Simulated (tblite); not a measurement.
Input of a run (GFN2-xTB geometry optimisation, gas phase (tblite 0.8.0)), started from a force field or distance geometry:
```
{"job": {"kind": "relax", "xc": "GFN2-xTB", "basis": "xTB"}, "charge": 0, "multiplicity": 1}
S      3.548500     0.770900     0.178300
C      2.325700    -0.375800     0.010600
C      0.884000    -0.132600     0.011400
N      0.108900    -1.221600    -0.141300
C     -1.220300    -1.016500    -0.138200
C     -1.795300     0.231000    -0.027900
C     -0.911100     1.284600     0.109400
N      0.430700     1.137200     0.137600
H      2.602500    -1.448500    -0.087300
H     -1.837500    -1.905300    -0.254900
H     -2.864700     0.375600    -0.040300
H     -1.270400     2.300400     0.216600
```

Output (eV, eV/Å):
```
step      E/eV     max force
  0    -592.60834    2.367
  1    -592.73232    0.811
  2    -592.75831    0.674
  3    -592.77092    0.358
  4    -592.77994    0.248
  5    -592.78509    0.220
  6    -592.78839    0.164
  7    -592.79068    0.132
  8    -592.79270    0.147
  9    -592.79356    0.073
 10    -592.79385    0.039
 11    -592.79401    0.041
 12    -592.79419    0.043
 13    -592.79435    0.040
 14    -592.79447    0.039
 15    -592.79462    0.043
 16    -592.79484    0.052
 17    -592.79512    0.053
 18    -592.79533    0.037
 19    -592.79541    0.016
 20    -592.79543    0.008
```

Task: Summarise the run.

Result: The energy falls by 0.187 eV over 20 L-BFGS steps, the largest force on an atom goes from 2.37 to 0.008 eV/Å, and the atoms move by 0.048 Å rms after alignment. The bond that changes most is S1=C2 (thiocarbonyl sulfur to thiocarbonyl carbon), which shortens by 0.066 Å. Bonds longer at the end by more than 0.005 Å: 2 of 12; shorter: 8. Among the angles that change most is S1–C2–C3, from 127.0° to 124.4°. The energy never rose by more than 1e-5 eV on the way. The first step brought 66 % of the lowering.

Task: What are the final bond lengths?

Result: S1=C2 1.619 Å, C2–C3 1.449 Å, C3–N4 1.335 Å, N4–C5 1.318 Å, C5–C6 1.390 Å, C6–C7 1.391 Å, C7–N8 1.317 Å, C3–N8 1.331 Å, C2–H9 1.085 Å, C5–H10 1.083 Å, C6–H11 1.077 Å, C7–H12 1.083 Å. Numbering counts from 1 in the input's order; the species is `c1nc(C=S)ncc1`.

Time: 0.19 s wall. Hardware: an Intel Xeon Platinum 8259CL at 2.50 GHz with one thread, shared host with 48 logical CPUs at a one-minute load of 38.

Its GFN2-xTB frequencies are all real (lowest 66 cm⁻¹). One conformer, not necessarily the lowest.

The values belong to the conformer `[S:1]=[CH:2][c:3]1[n:4][cH:5][cH:6][cH:7][n:8]1`: S1–C2–C3–N4 180°.

The numbers are calculated, not measured.
